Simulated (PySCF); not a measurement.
# C4H12OSi

C4H12OSi is a small molecule, neutral, singlet. The structure, one conformer, was relaxed in the gas phase by PBE0-D3(BJ)/def2-SVP. No frequency run checks that it is a minimum.

SMILES: CO[Si](C)(C)C

Coordinates in Å:
```
C1     -1.259   -1.349   -0.055
Si2    -0.261    0.241   -0.116
C3     -1.050    1.488   -1.259
C4     -0.063    0.940    1.615
O5      1.250   -0.063   -0.779
C6      2.169   -0.982   -0.275
H7     -2.281   -1.154    0.308
H8     -1.336   -1.804   -1.055
H9     -0.806   -2.091    0.622
H10    -1.148    1.076   -2.275
H11    -2.053    1.773   -0.906
H12    -0.436    2.400   -1.322
H13     0.419    0.219    2.294
H14    -1.042    1.198    2.050
H15     0.552    1.854    1.599
H16     2.494   -0.736    0.754
H17     1.770   -2.015   -0.261
H18     3.066   -0.983   -0.914
```

Shieldings: GIAO PBE0/pcSseg-1. Shifts are against computed references at the same level: C TMS (σ 184.4 ppm), H TMS (σ 31.27 ppm), Si TMS (σ 352.0 ppm). Core levels by delta-SCF with SCAN, pcX-2 on the ionised atom and pcseg-1 elsewhere, spin-free X2C (2p3/2 is the spin-free 2p value less a third of a first-order spin-orbit splitting); from the vacuum level, for chosen atoms.

Give the NMR and core-level values of the distinct atoms.


```json
{"atoms": "C1", "bonded to": "1 Si + 3 H", "σ (ppm)": "186.8", "δ (ppm)": "-2.4", "core level (eV)": "1s 289.92"}
{"atoms": "Si2", "bonded to": "3 C + 1 O", "σ (ppm)": "329.5", "δ (ppm)": "22.5", "core level (eV)": "2p3/2 106.37"}
{"atoms": "C3", "bonded to": "1 Si + 3 H", "σ (ppm)": "184.6", "δ (ppm)": "-0.1", "core level (eV)": "1s 289.88"}
{"atoms": "C4", "bonded to": "1 Si + 3 H", "σ (ppm)": "186.7", "δ (ppm)": "-2.3", "core level (eV)": "1s 289.91"}
{"atoms": "O5", "bonded to": "1 C + 1 Si", "σ (ppm)": "315.3", "δ (ppm)": "-", "core level (eV)": "1s 537.48"}
{"atoms": "C6", "bonded to": "1 O + 3 H", "σ (ppm)": "133.4", "δ (ppm)": "51.0", "core level (eV)": "-"}
{"atoms": "H7 H8 H9", "bonded to": "1 C", "σ (ppm)": "31.22", "δ (ppm)": "0.05", "core level (eV)": "-"}
{"atoms": "H10 H11 H12", "bonded to": "1 C", "σ (ppm)": "31.20", "δ (ppm)": "0.06", "core level (eV)": "-"}
{"atoms": "H13 H14 H15", "bonded to": "1 C", "σ (ppm)": "31.23", "δ (ppm)": "0.04", "core level (eV)": "-"}
{"atoms": "H16 H17 H18", "bonded to": "1 C", "σ (ppm)": "27.78", "δ (ppm)": "3.49", "core level (eV)": "-"}
```

Values are those of this one static structure, with the three H of a rotating XH3 group averaged; atoms that internal rotation interchanges would show their mean in an NMR spectrum.

By CAM-B3LYP/def2-SVPD (TDDFT singlets, Tamm-Dancoff triplets, ionisation by delta-SCF), where does absorption start, and what does vertical ionisation take?

The lowest singlet lies at 7.30 eV (f 0.009), the strongest of the first 6 at 8.11 eV (f 0.066), the lowest triplet at 7.15 eV; vertical ionisation takes 9.76 eV.
